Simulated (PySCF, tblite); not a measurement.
Isomers of C5H4F2O2, one GFN2-xTB conformer each. Single-point energies are computed at PBE0/pcSseg-1 (PySCF, gas phase, no added dispersion term), electronic only.

Problem. Rank them by PBE0/pcSseg-1 energy, lowest first (kcal/mol).
A. `[F:1][CH:2]([F:3])[O:4][c:5]1[cH:6][cH:7][o:8][cH:9]1` with F1–C2–O4–C5 78°, C2–O4–C5–C6 -15°
B. `[O:1]=[C:2]([F:3])[C@H:4]1[CH2:5][C@H:6]1[C:7](=[O:8])[F:9]` with O1–C2–C4–C5 -17°, C5–C6–C7–O8 10°

Solution. B (0.0), A (21.6).

As drawn, the lower has a three-membered ring and a C=O bond, which the higher lacks; the higher has an aromatic ring and two fluorines on one carbon, which the lower lacks. GFN2-xTB itself gives, in the same order: 10.4, 0.0. GFN2-xTB puts FC(F)Oc1ccoc1 lowest instead.

Problem. Which frontier levels, dipoles and rotational constants go with these structures?

Solution. 
```csv
SMILES,"HOMO (eV, PBE0/pcSseg-1)",LUMO (eV),dipole (D),"A, B, C (MHz)"
O=C(F)[C@H]1C[C@H]1C(=O)F,-9.07,-1.39,5.13,"2593, 1163, 1086"
FC(F)Oc1ccoc1,-6.89,-0.13,2.46,"4856, 935.0, 821.0"
```

Problem. What happens when harmonic zero-point energies from GFN2-xTB frequencies are added?

Solution. 
```
                   SMILES  ZPE (kcal/mol)  electronic (kcal/mol)  with ZPE (kcal/mol)
O=C(F)[C@H]1C[C@H]1C(=O)F            52.1                    0.0                  0.0
            FC(F)Oc1ccoc1            52.8                   21.6                 22.3
```

The zero-point energies span 0.7 kcal/mol. The order is unchanged.
